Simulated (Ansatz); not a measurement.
A made-up structure of AlH2SO2 (charge -1), closed shell:

O1  (-0.910, -1.770, 1.073)
Al2  (-0.806, 1.407, -0.494)
O3  (1.708, -0.516, -0.150)
S4  (0.018, -0.575, 0.275)
H5  (1.989, 0.280, -0.602)
H6  (-2.208, 1.077, -0.006)
(Å)

It is relaxed with PBE-D4/def2-SVPD and then PBE0-D4/def2-TZVPD (Ansatz 0.2.0). Atoms count as bonded within 1.22 times the sum of their covalent radii (H–H: 0.88 Å). The end point is not checked to be a true minimum.

Does its bonding change? (A judgement: the text doesn't fix the answer.)

Computed: Yes. Formed: O1–Al2; broken: none.

Where it ends: The first stage lowers the energy by 2.20 eV in 29 steps. It ends as AlH₂SO₂ ([OH][S]1[O][AlH]1), total charge -1:
O1  (-0.509, -0.606, 1.052)
Al2  (-0.780, 1.202, 0.362)
O3  (1.638, -0.833, -0.377)
S4  (-0.020, -0.951, -0.413)
H5  (1.815, 0.121, -0.316)
H6  (-2.353, 0.971, -0.212)
(Å)

Labels in which every atom is bracketed show which atoms are joined, not bond orders.

For scale, one of the runs: PBE0-D4/def2-TZVPD relaxation, 187 basis functions, launched by `ansatz run in.yaml --threads 2 --pin off --events-out ev --progress --plain --max-ram 4352MiB`. Hardware: 2 CPU threads of an Arm Neoverse V2, shared host. Wall time about 41 s.
